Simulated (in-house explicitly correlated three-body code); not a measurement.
Computed with an exponentially correlated three-body code. Model: two electrons around a point charge, non-relativistic, variational in 260 exponentially correlated functions (energies converged to about 1e-7 hartree, or 1e-8 relative for large Z).

Command:
```bash
python run_hyl.py task.json out
```
Settings (lengths in bohr, energies in hartree):
```
Z                      4
screening              0.14
interaction_strength   1
functions              260
states_tried           13
```

Run time, properties included: 77 s on 1 thread of Arm Neoverse V2, on a shared host.

**Those bound S and P states to n = 4 that converged, binding against the one-electron ion.**

Given: nuclear charge 4; Yukawa screening of all interactions 0.14 1/bohr.

Computed: one-electron threshold -7.45437249 hartree.

```
term  energy (hartree)  binding (eV)
1 1S       -12.7013817        142.78
2 3S       -8.37835925        25.143
2 1S       -8.26998261        22.194
2 3P       -8.25176473        21.698
2 1P       -8.19074703        20.038
3 3S                 ?             ?
3 1S       -7.65788032        5.5377
3 3P       -7.64903136        5.2969
3 1P       -7.63393344        4.8861
4 3S       -7.50032507        1.2504
4 1S                 ?             ?
4 3P       -7.48860477       0.93151
```

Problem. What belongs in the row 3 3S?

Solution. energy (hartree): -7.68277066; binding (eV): 6.215.

Problem. What belongs in the row 4 1S?

Solution. energy (hartree): -7.49356745; binding (eV): 1.0665.

**Converged states only, values per electron or pair (inverse distances are <exp(-kr)/r>).**

```
term  mean r (bohr)  mean r squared (bohr²)  mean inverse r (1/bohr)  mean r12 (bohr)  mean inverse r12 (1/bohr)  mean cosine  mean p1 dot p2 (bohr⁻²)  delta r1 (bohr⁻³)  delta r12 (bohr⁻³)
1 1S        0.41482                 0.23276                   3.5482          0.61959                     2.0542    -0.032874                  0.41875             17.167              1.5185
2 3S         1.0775                  1.9417                   2.2674           1.8368                    0.52058   -0.0098253                 0.026514             10.919                   -
2 1S         1.1577                  2.2917                   2.2455           1.9827                    0.57011    -0.012561                 0.032438             10.817              0.2051
2 3P              ?                       ?                        ?                ?                          ?            ?                        ?                  ?                   -
2 1P              ?                       ?                        ?                ?                          ?            ?                        ?                  ?                   ?
3 3S         2.4036                   11.27                   2.0389           4.4536                    0.18209   -0.0026403                 0.006471             10.349                   -
3 1S         2.5452                  12.749                   2.0328           4.7335                    0.19125   -0.0033958                0.0082682             10.329            0.051734
3 3P         2.3958                  11.365                   2.0325           4.4413                    0.19721    -0.013349                 -0.14527             10.139                   -
3 1P         2.4987                  12.425                    2.028           4.6386                    0.19737    0.0049413                  0.14087             10.173            0.010975
4 3S         4.8829                  49.767                   1.9647           9.4002                   0.059616  -0.00075162                0.0017937             10.218                   -
4 1S         5.1765                  56.179                   1.9621           9.9863                   0.060268  -0.00095054                 0.002277             10.212            0.014226
4 3P         5.0998                    54.9                   1.9613           9.8344                   0.060327   -0.0034723                -0.037351              10.16                   -
```

Problem. What belongs in the row 2 3P?

Solution. mean r (bohr): 0.99528; mean r squared (bohr²): 1.6716; mean inverse r (1/bohr): 2.2472; mean r12 (bohr): 1.6899; mean inverse r12 (1/bohr): 0.60472; mean cosine: -0.059853; mean p1 dot p2 (bohr⁻²): -0.67876; delta r1 (bohr⁻³): 10.037.

Problem. What belongs in the row 2 1P?

Solution. mean r (bohr): 1.054; mean r squared (bohr²): 1.8992; mean inverse r (1/bohr): 2.2315; mean r12 (bohr): 1.7681; mean inverse r12 (1/bohr): 0.60687; mean cosine: 0.021805; mean p1 dot p2 (bohr⁻²): 0.59213; delta r1 (bohr⁻³): 10.193; delta r12 (bohr⁻³): 0.039054.

**Electric-dipole lines between converged S and P states, rate of the upper state's decay.**

```json
{"s state": "1 1S", "p state": "2 1P", "p minus s (eV)": "122.74", "oscillator strength from s": "0.53109", "rate (1/s)": "1.1573e+11"}
{"s state": "1 1S", "p state": "3 1P", "p minus s (eV)": "137.89", "oscillator strength from s": "0.10567", "rate (1/s)": "2.9062e+10"}
{"s state": "2 1S", "p state": "2 1P", "p minus s (eV)": "2.1561", "oscillator strength from s": "0.16638", "rate (1/s)": "1.1188e+07"}
{"s state": "2 1S", "p state": "3 1P", "p minus s (eV)": "17.308", "oscillator strength from s": "0.25677", "rate (1/s)": "1.1125e+09"}
{"s state": "3 1S", "p state": "2 1P", "p minus s (eV)": "-14.5", "oscillator strength from s": "-0.074306", "rate (1/s)": "6.7791e+08"}
{"s state": "3 1S", "p state": "3 1P", "p minus s (eV)": "0.65163", "oscillator strength from s": "0.34408", "rate (1/s)": "2.1132e+06"}
{"s state": "4 1S", "p state": "2 1P", "p minus s (eV)": "-18.971", "oscillator strength from s": "-0.011581", "rate (1/s)": "1.8086e+08"}
{"s state": "4 1S", "p state": "3 1P", "p minus s (eV)": "?", "oscillator strength from s": "?", "rate (1/s)": "?"}
{"s state": "2 3S", "p state": "2 3P", "p minus s (eV)": "3.4448", "oscillator strength from s": "0.22993", "rate (1/s)": "3.9465e+07"}
{"s state": "2 3S", "p state": "3 3P", "p minus s (eV)": "?", "oscillator strength from s": "?", "rate (1/s)": "?"}
{"s state": "2 3S", "p state": "4 3P", "p minus s (eV)": "24.211", "oscillator strength from s": "0.042764", "rate (1/s)": "3.6258e+08"}
{"s state": "3 3S", "p state": "2 3P", "p minus s (eV)": "-15.483", "oscillator strength from s": "-0.086106", "rate (1/s)": "8.9569e+08"}
{"s state": "3 3S", "p state": "3 3P", "p minus s (eV)": "0.91809", "oscillator strength from s": "0.43656", "rate (1/s)": "5.3223e+06"}
{"s state": "3 3S", "p state": "4 3P", "p minus s (eV)": "5.2835", "oscillator strength from s": "0.1465", "rate (1/s)": "5.9152e+07"}
{"s state": "4 3S", "p state": "2 3P", "p minus s (eV)": "-20.448", "oscillator strength from s": "-0.013046", "rate (1/s)": "2.3669e+08"}
{"s state": "4 3S", "p state": "3 3P", "p minus s (eV)": "-4.0465", "oscillator strength from s": "-0.17668", "rate (1/s)": "1.2553e+08"}
{"s state": "4 3S", "p state": "4 3P", "p minus s (eV)": "0.31893", "oscillator strength from s": "0.71364", "rate (1/s)": "1.0499e+06"}
```

Problem. What belongs in the row 4 1S 3 1P?

Solution. p minus s (eV): -3.8196; oscillator strength from s: -0.14872; rate (1/s): 9.415e+07.

Problem. What belongs in the row 2 3S 3 3P?

Solution. p minus s (eV): 19.846; oscillator strength from s: 0.21152; rate (1/s): 1.205e+09.

**Static dipole response.**

```
state  polarisability (bohr³)
 1 1S                0.052633
 2 1S                  27.521
 2 3S                  15.031
```
